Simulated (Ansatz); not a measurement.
Basis sets compared for naphthyltetrahydrothiophenium benzoate, `CCCCOc1ccc([S+]2CCCC2)c2ccccc12.O=C([O-])c1ccccc1`. The state is a singlet with charge 0. Geometry PBE-D4/def2-SVP. Ansatz on 2 threads of AMD EPYC 7R13 on a shared host and a share (18 GiB) of an NVIDIA H100 80GB HBM3; times are rough, and most runs start from earlier orbitals.

```xyz
57

C     3.578   -6.125    1.281
C     2.822   -4.933    0.695
C     3.690   -4.056   -0.214
C     2.961   -2.849   -0.784
O     2.591   -1.997    0.300
C     1.861   -0.885    0.051
C     1.456   -0.477   -1.219
C     0.704    0.712   -1.377
C     0.349    1.478   -0.282
S    -0.546    3.032   -0.444
C    -0.696    3.383   -2.252
C     0.563    4.095   -2.729
C     1.001    5.026   -1.591
C     1.018    4.171   -0.328
C     0.709    1.080    1.047
C     0.317    1.801    2.212
C     0.727    1.390    3.471
C     1.537    0.237    3.625
C     1.909   -0.506    2.514
C     1.503   -0.109    1.209
H     3.976   -6.787    0.483
H     4.443   -5.792    1.894
H     2.927   -6.742    1.932
H     1.940   -5.291    0.117
H     2.410   -4.304    1.512
H     4.074   -4.654   -1.069
H     4.585   -3.700    0.342
H     2.046   -3.167   -1.338
H     3.609   -2.288   -1.496
H     1.710   -1.062   -2.112
H     0.403    1.004   -2.392
H    -0.961    2.432   -2.745
H    -1.602    4.019   -2.291
H     1.363    3.355   -2.942
H     0.362    4.644   -3.672
H     0.272    5.858   -1.487
H     1.991    5.489   -1.784
H     0.920    4.742    0.615
H     1.911    3.521   -0.267
H    -0.378    2.645    2.105
H     0.400    1.952    4.359
H     1.857   -0.080    4.629
H     2.520   -1.413    2.617
O    -2.511    1.620    1.261
C    -2.909    1.361    0.108
O    -2.323    1.718   -0.992
C    -4.182    0.550   -0.073
C    -4.880    0.107    1.066
C    -6.057   -0.642    0.930
C    -6.548   -0.955   -0.349
C    -5.855   -0.515   -1.491
C    -4.677    0.233   -1.352
H    -4.463    0.372    2.050
H    -6.599   -0.986    1.825
H    -7.473   -1.543   -0.458
H    -6.239   -0.760   -2.494
H    -4.115    0.590   -2.228
```

Single mean-field runs in def2-SVP, def2-TZVP are fitted with def2-universal-jkfit.

Binding counts from free atoms (C triplet, O triplet, S triplet, H doublet) in the same basis, without a counterpoise term.

| level | functions | energy (Eh) | HOMO (eV) | LUMO (eV) | binding per atom (eV) | wall time |
| --- | --- | --- | --- | --- | --- | --- |
| PBE-D4/def2-SVP (with forces) | 550 | -1590.7957 | -4.32 | -2.06 | 5.02 | 10 s |
| PBE0-D4/def2-SVP | 550 | -1590.9242 | -5.88 | -1.32 | 4.91 | 9.5 s |

Question: Estimate the rows for PBE-D4/def2-TZVP, PBE0-D4/def2-TZVP.

Answer: 
| level | functions | energy (Eh) | HOMO (eV) | LUMO (eV) | binding per atom (eV) | wall time |
| --- | --- | --- | --- | --- | --- | --- |
| PBE-D4/def2-TZVP | 1073 | -1592.2175 | -4.61 | -2.15 | 4.95 | 13 s |
| PBE0-D4/def2-TZVP | 1073 | -1592.3309 | -6.00 | -1.38 | 4.84 | 16 s |
